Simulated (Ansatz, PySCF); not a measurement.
Energy difference R1 + R2 → P1, each structure at its B3LYP-D3(BJ)/def2-TZVP stationary point, reached from a drawn start (curvature not checked).
R1, CH2 (SMILES [CH2]) (charge 0, multiplicity 3, Z-matrix in Å and degrees):
```
C
H 1 1.0783
H 1 1.0783 2 135.02
```
P1, CH4 (SMILES C) (charge 0, multiplicity 1):
```xyz
5

C      0.0000     0.0000     0.0000
H      0.6289     0.6289     0.6289
H     -0.6289    -0.6289     0.6289
H      0.6289    -0.6289    -0.6289
H     -0.6289     0.6289    -0.6289
```
R2: H2 (SMILES [H][H]), charge 0, multiplicity 1.

```json
[
 {"level": "PBE-D4/def2-TZVPP", "reaction energy (kJ/mol)": "-507.6", "minus CCSD(T)/CBS(cc-pVTZ, cc-pVQZ)": "-5.5"},
 {"level": "BLYP/def2-TZVPP", "reaction energy (kJ/mol)": "-492.1", "minus CCSD(T)/CBS(cc-pVTZ, cc-pVQZ)": "10.0"},
 {"level": "r2SCAN/def2-TZVPP", "reaction energy (kJ/mol)": "-481.3", "minus CCSD(T)/CBS(cc-pVTZ, cc-pVQZ)": "20.8"},
 {"level": "B97M-V/def2-TZVPP", "reaction energy (kJ/mol)": "-510.6", "minus CCSD(T)/CBS(cc-pVTZ, cc-pVQZ)": "-8.5"},
 {"level": "B3LYP-D3(BJ)/def2-TZVPP", "reaction energy (kJ/mol)": "-498.9", "minus CCSD(T)/CBS(cc-pVTZ, cc-pVQZ)": "3.2"},
 {"level": "B3LYP-D4/def2-TZVPP", "reaction energy (kJ/mol)": "-498.4", "minus CCSD(T)/CBS(cc-pVTZ, cc-pVQZ)": "3.7"},
 {"level": "PBE0-D3(BJ)/def2-TZVPP", "reaction energy (kJ/mol)": "-502.1", "minus CCSD(T)/CBS(cc-pVTZ, cc-pVQZ)": "0.0"},
 {"level": "CAM-B3LYP/def2-TZVPP", "reaction energy (kJ/mol)": "-503.7", "minus CCSD(T)/CBS(cc-pVTZ, cc-pVQZ)": "-1.6"},
 {"level": "CAM-B3LYP-D4/def2-TZVPP", "reaction energy (kJ/mol)": "-504.6", "minus CCSD(T)/CBS(cc-pVTZ, cc-pVQZ)": "-2.5"},
 {"level": "SCS-MP2/cc-pVTZ", "reaction energy (kJ/mol)": "-506.9", "minus CCSD(T)/CBS(cc-pVTZ, cc-pVQZ)": "-4.8"},
 {"level": "CCSD/cc-pVDZ", "reaction energy (kJ/mol)": "-473.3", "minus CCSD(T)/CBS(cc-pVTZ, cc-pVQZ)": "28.8"},
 {"level": "CCSD(T)/cc-pVTZ", "reaction energy (kJ/mol)": "-493.4", "minus CCSD(T)/CBS(cc-pVTZ, cc-pVQZ)": "8.7"},
 {"level": "CCSD(T)/cc-pVQZ", "reaction energy (kJ/mol)": "-498.3", "minus CCSD(T)/CBS(cc-pVTZ, cc-pVQZ)": "3.8"},
 {"level": "CCSD(T)/CBS(cc-pVTZ, cc-pVQZ)", "reaction energy (kJ/mol)": "-502.1", "minus CCSD(T)/CBS(cc-pVTZ, cc-pVQZ)": "0.0"}
]
```

 The comparison column counts from a level with limits of its own.

P less R. No zero-point or thermal terms; singlets are restricted closed shells; open shells are unrestricted.

Correlated levels freeze the cores. CBS(a, b) extrapolates the correlation energy as X⁻³ and adds the Hartree–Fock energy of set b.

The values were computed with Ansatz (a quantum-chemistry and plane-wave program); PySCF for the D3/D4 terms. Each number belongs to the level named beside it.
